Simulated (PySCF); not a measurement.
Excitations are Tamm–Dancoff values on a coarser integration grid. The basis has no diffuse functions, so Rydberg states are missing or too high.

Cartesian coordinates (Å):
```xyz
19

N      0.9875    -3.3338    -1.0502
C      0.6941    -2.2487    -0.7076
C      0.3397    -0.9247    -0.2896
C      1.3430     0.0233     0.0429
Si     3.1826    -0.4262    -0.0539
C      0.9397     1.3203     0.4509
C     -0.4051     1.6896     0.5347
C     -1.4150     0.7568     0.2071
C     -2.8477     0.9031     0.2166
C     -3.4940    -0.2442    -0.1706
S     -2.4100    -1.5551    -0.5653
C     -1.0245    -0.5535    -0.2055
H      3.5619    -0.8153    -1.4549
H      3.5008    -1.5663     0.8718
H      3.9606     0.7919     0.3596
H      1.7125     2.0602     0.7100
H     -0.6841     2.7049     0.8552
H     -3.3664     1.8281     0.5016
H     -4.5757    -0.4104    -0.2528
```
Charge 0, spin multiplicity 1.

Question: What is the computed dipole moment, T1 excitation (TDA) and S1–T1 gap (TDA) (PBE-D3(BJ)/def2-TZVP // PBE-D3(BJ)/def2-SVP (PySCF))?

Answer: 
```json
{
  "dipole_moment": "5.10 D",
  "T1 excitation (TDA)": "2.81 eV",
  "S1–T1 gap (TDA)": "0.84 eV"
}
```
